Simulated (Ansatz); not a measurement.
Mo3H3Se9⁺, relaxed as a singlet with RKS PBE-D4/def2-SVP in Ansatz, starting from the PBE-D4/def2-SVP geometry of the neutral doublet. Force threshold 0.03 eV/Å.

In the def2 sets Mo takes a core potential; there is no spin–orbit coupling.

Start:

Cartesian coordinates in Å:
```
Mo 0.1697 1.4159 0.2206
Mo 1.5326 -0.8858 -0.8454
Mo -1.0453 -0.9422 0.7474
Se 0.5613 3.9900 0.9294
Se -1.1419 0.9580 2.2220
Se -0.3744 3.3664 -1.1719
Se 2.4368 0.8889 0.6925
Se 2.7339 -0.3399 -2.7222
Se 0.8050 -2.1712 1.4080
Se -0.6812 -0.1561 -1.5836
Se 1.8395 -3.2816 -1.6045
Se -3.1918 -2.1281 0.5314
H -0.7290 4.2522 1.6448
H 1.0704 -4.0184 -0.5523
H -3.9857 -0.9480 0.0838
```

```csv
step,energy (eV),largest force component (eV/Å),SCF passes
1,-593616.6711,1.037,64
2,-593616.7666,0.434,34
3,-593616.8200,0.204,29
4,-593616.8410,0.132,28
5,-593616.8579,0.136,35
6,-593616.8697,0.079,29
7,-593616.8753,0.065,28
8,-593616.8822,0.130,29
9,-593616.8858,0.139,29
10,-593616.8887,0.100,29
11,-593616.8903,0.044,28
12,-593616.8913,0.035,28
13,-593616.8917,0.054,28
14,-593616.8922,0.016,29
15,-593616.8928,0.026,28
16,-593616.8932,0.145,28
17,-593616.8940,0.124,29
18,-593616.8947,0.138,30
19,-593616.8971,0.224,32
20,-593616.8980,0.319,29
21,-593616.8995,0.308,28
22,-593616.9017,0.239,30
23,-593616.9052,0.142,28
24,-593616.9080,0.083,32
25,-593616.9095,0.040,30
26,-593616.9101,0.026,28
27,-593616.9104,0.024,28
```

Force components are those of the run's own axes.

End:

```xyz
15

Mo    0.107    1.198    0.143
Mo    1.365   -0.994   -1.146
Mo   -1.444   -1.026    0.494
Se    0.738    3.669    1.018
Se   -1.052    0.645    2.191
Se   -0.385    3.266   -1.043
Se    2.411    0.579    0.367
Se    2.149   -0.386   -3.169
Se    0.024   -2.762    0.656
Se   -0.981   -0.144   -1.740
Se    2.964   -2.905   -0.984
Se   -3.817   -1.510    0.550
H    -0.479    3.962    1.839
H     2.698   -3.492    0.358
H    -4.299   -0.100    0.464
```

By distances, no bond broke or formed. The bond that changes most is Mo2–Se9, from 2.69 to 2.86 Å (atoms count from 1).

The force fell under the threshold at step 14, but the optimiser went on and released 0.018 eV more. No frequencies were taken in this run, so the end may be a saddle point.

Hardware: 2 threads of AMD EPYC 7R13 on a shared host and a share (18 GiB) of an NVIDIA H100 80GB HBM3. Wall time 2.1 min, peak host memory 1.1 GiB.
